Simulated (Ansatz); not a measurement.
Species: CAuClO, net charge 1, doublet state. The spin state was set by rule; other spins were not relaxed. 
Geometry from a B3LYP-D3(BJ)/def2-TZVP (Ansatz, a program for electronic structure) optimisation:
```xyz
4

Au     0.0460     0.0191     0.0372
Cl    -0.3172     1.5653    -1.5819
O      0.1366    -2.3790     2.0125
C      0.1114    -1.5146     1.3090
```
Charge +1, spin multiplicity 2.

Basis-set convergence of Hartree-Fock and CCSD correlation energies (hartree) with Ansatz. Cores are frozen in the correlated levels unless marked. Open shells are spin-unrestricted. Spin-orbit coupling is left out. Frozen are the shells of the preceding noble gas and the d and f shells that filled before the atom's block. In def2 rows, elements after Kr have scalar-relativistic effective core potentials.

```csv
basis,functions,E(HF),"E(corr, CCSD)"
def2-SVP,78,-706.51530,-0.68213
def2-TZVPP,160,?,?
```

Fill in the missing entries.


- def2-TZVPP, E(HF): -706.82420
- def2-TZVPP, E(corr, CCSD): -0.89693
